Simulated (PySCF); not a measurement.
Geometries of 2 isomers of C2H9GeNOSi, from PySCF 2.14.0, PBE0-D3(BJ)/def2-SVP geometry optimisation, gas phase. One conformer each, no zero-point energy, no frequencies.

Question: Which isomer lies lower at this level?
A.
```xyz
15
angstrom
C      1.979   -0.547   -0.171
C      1.000    0.597   -0.089
O      1.345    1.757   -0.225
N     -0.325    0.297    0.150
Si    -0.981   -1.326    0.369
Ge    -1.330    1.901    0.198
H      1.703   -1.241   -0.981
H      2.980   -0.146   -0.363
H      1.991   -1.121    0.769
H     -2.443   -1.178    0.600
H     -0.352   -2.009    1.540
H     -0.746   -2.172   -0.840
H     -1.259    2.598   -1.164
H     -2.765    1.406    0.470
H     -0.847    2.783    1.353
```
B.
```xyz
15
angstrom
C     -2.520   -0.615    0.369
C     -2.239   -0.055   -0.999
O     -3.101    0.451   -1.686
Si    -0.453   -0.077   -1.750
N      0.737   -0.924   -0.812
Ge     1.985   -0.218    0.342
H     -1.893   -0.103    1.118
H     -3.583   -0.498    0.622
H     -2.232   -1.678    0.406
H     -0.591   -0.684   -3.108
H     -0.045    1.356   -1.858
H      0.817   -1.925   -0.964
H      1.464    1.168    0.758
H      2.105   -1.145    1.566
H      3.368   -0.080   -0.326
```

Answer: A. That is `[SiH3][N](C(=O)C)[GeH3]`, 17.6 kcal/mol below the other.

```json
{"SMILES": "CC(=O)[N]([SiH3])[GeH3]", "atoms numbered as above": "[CH3:1][C:2](=[O:3])[N:4]([SiH3:5])[GeH3:6]", "E (Eh)": "-2577.01275", "relative (kcal/mol)": "0.0", "relative (kJ/mol)": "0.0", "dipole (D)": "2.36"}
{"SMILES": "CC(=O)[SiH2][NH][GeH3]", "atoms numbered as above": "[CH3:1][C:2](=[O:3])[SiH2:4][NH:5][GeH3:6]", "E (Eh)": "-2576.98470", "relative (kcal/mol)": "17.6", "relative (kJ/mol)": "73.7", "dipole (D)": "3.42"}
```

As drawn, the lower has a C(=O)–N unit, which the higher lacks; the higher has an N–H bond and an Si–C bond, which the lower lacks.
